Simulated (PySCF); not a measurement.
Positional isomers: furan mercapto+boryl. Gas-phase values, no solvent. One relaxed conformer stands for each flexible species; it need not be the lowest. Strings in code marks are SMILES.

The four lowest singlet excitations (Tamm–Dancoff). Level of theory: PBE0-D3(BJ)/def2-TZVP // PBE0-D3(BJ)/def2-SVP (PySCF). Excitations are Tamm–Dancoff values on a coarser integration grid. The basis has no diffuse functions, so Rydberg states are missing or too high.

```tsv
state	energy (eV)	wavelength (nm)	oscillator strength
S1	4.27	290	0.034
S2	5.11	243	0.432
S3	5.60	222	0.003
S4	5.65	219	0.052
```

Q: Say which member gives these states.
(A) `Bc1ccc(S)o1`
(B) `Bc1ccoc1S`
(C) `Bc1cc(S)co1`
(D) `Bc1cocc1S`

A: C, `Bc1cc(S)co1`
